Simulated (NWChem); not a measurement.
# RbI; SMILES [I][Rb]

```xyz
2

Rb     0.0000     0.0000    -1.9036
I      0.0000     0.0000     1.3254
```
Atoms are numbered in this order, from 1.

Level: PBE0/def2-SVP with def2 effective core potentials on Rb, I (NWChem), optimised geometry, unscaled harmonic frequencies. def2 effective core potentials on Rb, I; no spin-orbit coupling.

```tsv
frequency (cm⁻¹)	IR intensity (km/mol)
137	16.0
```

zero-point energy: 0.2 kcal/mol
thermal correction to the enthalpy at 298.15 K (with zero-point energy): 2.7 kcal/mol
heat capacity Cv: 6.9 cal/(mol K)
entropy at 298.15 K and 1 atm (symmetry number 1): 64.2 cal/(mol K)

Rigid rotor and harmonic oscillator.
